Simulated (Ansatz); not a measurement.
Isolated molecules relaxed with PBE0-D4/def2-TZVP in Ansatz; ΔE leaves out vibrations. CBS: MP2 limit from def2 TZ/QZ plus the TZ coupled-cluster correction, frozen cores. This one scheme is used for every species. DFT in def2-TZVPP. Elements past krypton have def2 core potentials. For Se, Sn outer-core shells are correlated without core-valence functions, which leaves a few kJ/mol of doubt a bond. Scalar relativity is left out up to krypton. Each species was taken in one conformer, which may not be the lowest.

`C[O][SnH2][SeH]` + H–F → `C[O][SnH2][F]` + H₂Se  (ligand exchange at the Sn–Se bond)

`C[O][SnH2][SeH]`:

Cartesian coordinates in Å:
```
C -0.691 -0.360 -1.455
O 0.318 -1.013 -0.727
Sn 0.723 -0.437 1.105
Se 1.250 2.035 1.082
H -1.683 -0.476 -0.995
H -0.492 0.714 -1.570
H -0.732 -0.804 -2.453
H 2.107 -1.331 1.507
H -0.666 -0.700 2.062
H -0.133 2.372 1.444
```

H–F:

Z-matrix (Å, degrees):
```
F
H 1 0.920
```

`C[O][SnH2][F]`:

Z-matrix (Å, degrees):
```
C
O 1 1.409
H 1 1.093 2 108.0
H 1 1.099 2 112.6 3 118.8
H 1 1.096 2 111.9 3 -119.0
Sn 2 1.945 1 120.6 3 -171.8
F 6 1.923 2 105.1 1 -63.9
H 6 1.701 2 110.5 1 48.4
H 6 1.692 2 106.7 1 -177.6
```

H₂Se:

Z-matrix (Å, degrees):
```
Se
H 1 1.467
H 1 1.467 2 91.2
```

```
          level  ΔE (kcal/mol)
        PBE0-D4            6.6
          BHLYP            2.4
    HF/def2-SVP            1.4
CCSD/def2-TZVPP            4.7
```

What does CCSD(T)/CBS give? (An estimate is asked.)

The calculation gave: +6.3 kcal/mol. The listed levels differ from it by 0.3, -3.9, -4.9, -1.6 kcal/mol.

Largest T1 diagnostic among the species: 0.014.

In def2-TZVPP, CCSD(T) changes the Hartree–Fock value by +3.6 kcal/mol (the triples alone add +0.5 kcal/mol) and MP2 by +5.6 kcal/mol. Leaving LDA and LC-ωPBE aside and taking each functional with its dispersion term where it has one, the values, not all of them listed here, spread over 6.2 kcal/mol, from B97M-V to HSE06-D4. LDA lies +2.2 kcal/mol from PBE without D4. From PBE to PBE0 (25 % exact exchange), in def2-TZVPP and without D4, ΔE moves by +1.5 kcal/mol.
